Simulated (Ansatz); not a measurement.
BClH₄SeSi, SMILES `[SiH3][Se]BCl`. Total charge 0; spin multiplicity 1. All single points use the PBE0-D4/def2-TZVP geometry. It is one conformer, not always the lowest.

```xyz
8

Si    1.254    0.308    0.607
Se   -0.585   -1.037    0.872
B    -1.504   -0.398   -0.690
Cl   -3.067   -1.051   -1.100
H     0.854    1.735    0.651
H     2.159   -0.005    1.738
H     1.924    0.010   -0.682
H    -1.035    0.439   -1.396
```

Q: What is the dipole moment at r2SCAN/def2-TZVPP? (Estimate.)

A: Ansatz gave: 1.51 D, with components (1.33, 0.71, 0.15) D in this frame, pointing from negative to positive charge.

Q: And with PBE, B3LYP, ωB97M-V? (Best estimate.)

A: Computed: PBE 1.41 D, B3LYP 1.53 D, ωB97M-V 1.53 D.

Q: Give the Mulliken charges with r2SCAN, PBE, ωB97M-V in def2-TZVPP. (An estimate is asked.)

A: Ansatz gave: 
| atom | r2SCAN | PBE | ωB97M-V |
| --- | --- | --- | --- |
| Si1 | 0.26 | 0.17 | 0.11 |
| Se2 | -0.05 | -0.02 | -0.06 |
| B3 | 0.05 | 0.01 | -0.05 |
| Cl4 | -0.11 | -0.10 | -0.08 |
| H5 | -0.05 | -0.03 | 0.00 |
| H6 | -0.05 | -0.04 | 0.00 |
| H7 | -0.05 | -0.03 | 0.00 |
| H8 | 0.01 | 0.02 | 0.08 |

B3LYP here is the variant with VWN-RPA as its local correlation; programs differ in this.
